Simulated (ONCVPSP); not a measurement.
Ranking ONCV potentials for selenium (Se)

All share these settings but for the change named:

ONCVPSP 4.0.1 input, shortened (lines: element, Z, core and valence counts, functional; n l f; lmax; l rc ep ncon nbas qcut; lloc lpopt rc5 dvloc0; l nproj debl; icmod fcfact rcfact), PBE, scalar-relativistic:

```
  Se 34.00    3    5        4      upf
    1    0    2.00
    2    0    2.00
    2    1    6.00
    3    0    2.00
    3    1    6.00
    3    2   10.00
    4    0    1.50
    4    1    4.50
    2
    0    0.85    0.00    4    8   12.70
    1    1.05    0.00    4    8   12.60
    2    1.20    0.00    4    9   14.60
    4    5    0.75    0.00
    0    2    0.90
    1    3    3.70
    2    3    3.50
    2    0.55    1.20
```

Cutoff: the first of the cutoffs (Ha) at which the residual kinetic energy of the hardest occupied pseudo-wave falls to 1 and 0.1 mHa per electron; the density cutoff is not measured.

The base gives 82 Ha.

Of 7 variants that were run, those that failed, showed a ghost or another fault, or gave nearly equal values are left out.

A variant can come out equal or close to the base.

Rank these variants from softest to hardest (loose cutoff).
A. all radii but the core radius scaled by about 1.08 (s 0.92, p 1.14, d 1.30 bohr); local potential polynomial inside 0.82 bohr (lpopt 5, dvloc0 0 Ha)
B. all radii but the core radius scaled by about 1.32 (s 1.12, p 1.38, d 1.58 bohr); local potential polynomial inside 1.00 bohr (lpopt 5, dvloc0 0 Ha)
C. all radii but the core radius scaled by about 0.86 (s 0.74, p 0.90, d 1.04 bohr); local potential polynomial inside 0.64 bohr (lpopt 5, dvloc0 0 Ha)
D. all radii but the core radius scaled by about 0.79 (s 0.68, p 0.82, d 0.94 bohr); local potential polynomial inside 0.60 bohr (lpopt 5, dvloc0 0 Ha)

B (63 Ha), A (77 Ha), C (92 Ha), D (208 Ha).
